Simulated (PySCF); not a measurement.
H3GeO4 (SMILES [O][Ge]([OH])([OH])[OH]), doublet, at a GFN2-xTB geometry; B3LYP/6-31G run with PySCF.

PySCF was given this input:
```python
from pyscf import gto, scf, dft

mol = gto.M(
    atom='''
O 
Ge 1 1.659255
O  2 1.780548 1 89.263171
O  2 1.712763 1 120.011788 3 110.587772
O  2 1.702599 1 118.272073 3 -112.765547
H  3 0.958618 2 116.136996 1 -47.103211
H  4 0.956279 2 116.055831 1 -38.036229
H  5 0.956549 2 116.112282 1 -150.517181
''',
    basis='6-31g',
    spin=1,
    verbose=5,
)

mf = dft.UKS(mol)
mf.xc = 'b3lyp'
mf.kernel()
```

Output, abridged:

```
PySCF version 2.14.0

[INPUT] verbose = 5
[INPUT] max_memory = 4000
[INPUT] num. atoms = 8
[INPUT] num. electrons = 67
[INPUT] charge = 0
[INPUT] spin (= nelec alpha-beta = 2S) = 1
[INPUT] symmetry False subgroup None
[INPUT] Mole.unit = angstrom
[INPUT] Symbol           X                Y                Z      unit          X                Y                Z       unit  Magmom
[...]
[INPUT] ---------------- BASIS SET ----------------
[INPUT] l, kappa, [nprim/nctr], expnt,             c_1 c_2 ...
[INPUT] Ge
[...]
                                14156.42          0.01328181
                                3224.935          0.06557319
                                909.4821          0.2283712
                                291.7149          0.4778104
                                99.89074          0.3557135
[...]
                                480.6599          0.03068823
                                156.0616          0.1262906
                                59.07914          -0.01105405
                                24.22346          -0.6103659
                                10.04418          -0.4755387
[...]
                                30.2823           0.05874495
                                12.85367          0.2598349
                                5.587437          -0.1926917
                                2.438461          -0.719057
                                1.040324          -0.2995181
[...]
                                0.443662          -0.2189617
                                0.176082          -0.9242006
[...]
                                480.6599          0.03051218
                                156.0616          0.1338971
                                59.07914          0.3462496
                                24.22346          0.4635741
                                10.04418          0.2047879
[...]
                                30.2823           -0.02954252
                                12.85367          0.05042291
                                5.587437          0.3699366
                                2.438461          0.4933147
                                1.040324          0.2116445
[...]
                                0.443662          0.3028906
                                0.176082          0.7562828
[...]
                                12.20184          0.3847726
                                3.823423          0.7003323
[...]
[INPUT] H
[...]
[...]
 -4.47085902e+00 -1.28971631e+00 -1.28640898e+00 -1.28260252e+00
 -1.27388231e+00 -1.27151223e+00 -1.07100599e+00 -1.02982303e+00
 -1.02475297e+00 -9.90680829e-01 -6.18276574e-01 -5.45604953e-01
 -5.35951687e-01 -4.54562510e-01 -4.27799254e-01 -3.92397478e-01
 -3.82849368e-01 -3.69745170e-01 -3.52160011e-01 -3.49848301e-01
 -3.44610300e-01 -3.33142970e-01 -3.19337243e-02  4.75863908e-02
  5.10954346e-02  7.39147190e-02  1.29909737e-01  1.45038143e-01
  1.59368823e-01  1.94850595e-01  2.11491843e-01  2.63662663e-01
  3.13149877e-01  7.42968740e-01  7.98205215e-01  8.54985097e-01
  8.59077491e-01  8.69771560e-01  9.11642446e-01  9.52331900e-01
  9.61914099e-01  9.74547729e-01  1.01977358e+00  1.05597844e+00
  1.10323755e+00  1.12173525e+00  1.12824977e+00  1.18374476e+00
  1.40999071e+00  1.45273967e+00  1.48118376e+00  1.63836510e+00
  2.74570973e+00  2.78375158e+00  2.94297234e+00  2.97061081e+00
  2.98937161e+00]
  beta  mo_energy =
[-3.98773639e+02 -4.98474403e+01 -4.43718612e+01 -4.43711749e+01
 -4.43704698e+01 -1.91867021e+01 -1.91783998e+01 -1.91773853e+01
 -1.91748428e+01 -6.29921200e+00 -4.47184944e+00 -4.47148837e+00
 -4.47093278e+00 -1.28757829e+00 -1.28658424e+00 -1.28234345e+00
 -1.27375972e+00 -1.27163258e+00 -1.06278058e+00 -1.02487274e+00
 -1.01724072e+00 -9.41033365e-01 -6.14678504e-01 -5.45252742e-01
 -5.30028924e-01 -4.30078417e-01 -3.92268176e-01 -3.79691659e-01
 -3.78230042e-01 -3.48845547e-01 -3.37224678e-01 -3.34728747e-01
 -3.22367528e-01 -1.92726424e-01 -2.85121927e-02  5.20454974e-02
  5.60196997e-02  7.73624413e-02  1.30938586e-01  1.48566526e-01
  1.62895014e-01  1.95941497e-01  2.13824762e-01  2.63113829e-01
  3.18553043e-01  7.77807249e-01  8.01834726e-01  8.58476880e-01
  8.60474443e-01  8.76009425e-01  9.29302984e-01  9.61419158e-01
  9.67926463e-01  9.79240132e-01  1.02559490e+00  1.06258969e+00
  1.10903761e+00  1.12326695e+00  1.14559731e+00  1.19672627e+00
  1.41616482e+00  1.46579385e+00  1.48880740e+00  1.64568425e+00
  2.74504001e+00  2.78308622e+00  2.94292991e+00  2.97007271e+00
  2.99012591e+00]
multiplicity <S^2> = 0.75499532  2S+1 = 2.0049891
nelec by numeric integration = [34.00000185 33.00000314]
E1 = -4180.743918587888  E2 = 1364.1460840054017  Ecoul = 1478.9460486209837  Exc = -114.79996461558198
Extra cycle  E= -2379.28631303913  delta_E= -7.28e-12  |g|= 3.18e-06  |ddm|= 7.21e-06
converged SCF energy = -2379.28631303913  <S^2> = 0.75499532  2S+1 = 2.0049891
```
